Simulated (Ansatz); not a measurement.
The cluster Sn₂Te, relaxed as a quintet with UKS r2SCAN-D4/def2-SVP in Ansatz, starting from the r2SCAN-D4/def2-SVP geometry of the neutral singlet. Force threshold 0.02 eV/Å.

In the def2 sets Sn, Te take a core potential; there is no spin–orbit coupling. At r2SCAN-D4/def2-SVP a singlet of charge 0 lies 2.49 eV below the quintet, each at its own geometry. The structure comes from a short search, and lower isomers may exist.

Start:

```tsv
atom	x (Å)	y (Å)	z (Å)
Sn1	-0.770	0.473	-1.401
Sn2	0.566	-1.543	0.279
Te3	0.204	1.070	1.122
```

(1) Estimate the energy that the relaxation releases and the steps that it takes.

(2) Does the start keep its bonding and symmetry?

(3) Predict the relaxed structure.

Answers

(1) 37.4 kJ/mol, in 5 steps; 30 s on 4 threads of Arm Neoverse V2 on a shared host. No frequencies were taken in this run, so the end may be a saddle point.

(2) By distances, no bond broke or formed. The bond that changes most is Sn2–Te3, from 2.77 to 3.01 Å (atoms count from 1). Point group C2v at the start, C2v at the end, both within 0.05 Å.

(3) 
```xyz
3

Sn   -0.829    0.499   -1.515
Sn    0.607   -1.667    0.290
Te    0.222    1.168    1.224
```
Bond lengths (bridged metal pairs left out): 2 × Sn–Te 3.01 Å.
